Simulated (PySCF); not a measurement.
A GIAO shielding run with PySCF 2.14.0 with density-fitted response routines (density fitting, non-relativistic, gas phase) on `C(/CC)=C\C[Si@H](O)N[SiH3]`, C5H15NOSi2:

```
$ OMP_NUM_THREADS=1 python probes_run.py task.json out

{"job": {"kind": "nmr", "xc": "PBE0", "basis": "pcSseg-1"}, "charge": 0, "multiplicity": 1}
C      2.847511     0.593428    -2.399974
C      1.845667    -0.353838    -1.739255
C      1.060539     0.343770    -0.672217
C      1.082185     0.021046     0.611478
C      0.282088     0.691579     1.673163
Si    -1.250059    -0.354156     2.114331
O     -0.643062    -1.731777     2.735483
N     -2.220393    -0.738021     0.727930
Si    -3.186335     0.338087    -0.221155
H      3.422441     0.073124    -3.163072
H      3.536225     0.988901    -1.656839
H      2.330140     1.429153    -2.866144
H      2.376580    -1.205062    -1.307902
H      1.160588    -0.732805    -2.504348
H      0.462681     1.181953    -1.009092
H      1.678744    -0.818848     0.944368
H      0.894327     0.834939     2.562668
H     -0.047635     1.672312     1.331047
H     -2.132393     0.321059     3.064483
H     -1.222171    -2.454007     2.963539
H     -1.902490    -1.554562     0.228770
H     -3.947248    -0.525519    -1.126830
H     -2.392594     1.299012    -0.998012
H     -4.047071     1.058355     0.715138
```

Hardware: 1 thread of an AMD EPYC 7R43 64-Core, shared host. The job also computes population analyses, field gradients.

(1) How large is the calculation?

(2) How long does it take, and how much memory does it need?

Answers

(1) 88 electrons, 242 basis functions and 1296 auxiliary functions.

(2) 73 s of wall time, with 13 SCF cycles and 5 response iterations; peak memory 1.2 GiB. Times on a shared host scatter by some tens of per cent.
